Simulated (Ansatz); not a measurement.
`[F][InH][CH2]BS` and `[F][InH][CH2]I` differ in one atom or group.

Ansatz, PBE0-D4/def2-TZVP geometries, multiplicity 1. Each molecule was computed in one conformer, which needn't be the lowest.

Elements past krypton have def2 core potentials.  Spin–orbit coupling is left out; it splits and shifts lone-pair levels of the heavy atoms by tenths of an eV.

```tsv
property	`[F][InH][CH2]BS`
HOMO–LUMO gap (PBE0/def2-TZVPP) / eV	5.79
HOMO energy (ωB97M-V/def2-TZVPP) / eV	-9.75
LUMO energy (PBE0/def2-TZVPP) / eV	-1.90
HOMO energy (B3LYP/def2-TZVPP) / eV	-7.46
LUMO energy (B3LYP/def2-TZVPP) / eV	-2.13
size of the dipole moment (ωB97M-V/def2-TZVPP) / D	2.85
```

Q: What does the change do to each property? (Estimate.)

A: Computed: 
| property | `[F][InH][CH2]I` | shift |
| --- | --- | --- |
| HOMO–LUMO gap (PBE0/def2-TZVPP) / eV | 5.61 | -0.18 |
| HOMO energy (ωB97M-V/def2-TZVPP) / eV | -9.49 | 0.26 |
| LUMO energy (PBE0/def2-TZVPP) / eV | -1.80 | 0.10 |
| HOMO energy (B3LYP/def2-TZVPP) / eV | -7.19 | 0.27 |
| LUMO energy (B3LYP/def2-TZVPP) / eV | -2.07 | 0.06 |
| size of the dipole moment (ωB97M-V/def2-TZVPP) / D | 3.25 | 0.40 |

With PBE0 the HOMO rises by 0.28 eV and the LUMO rises by 0.10 eV, so the gap narrows by about 0.18 eV. PBE moves the HOMO by 0.28 eV and ωB97M-V by 0.26 eV. The zero-point energy changes by -61.1 kJ/mol with -9 modes. Dipoles are sizes alone; their direction can turn.

B3LYP here is the variant with VWN-RPA as its local correlation; programs differ in this.
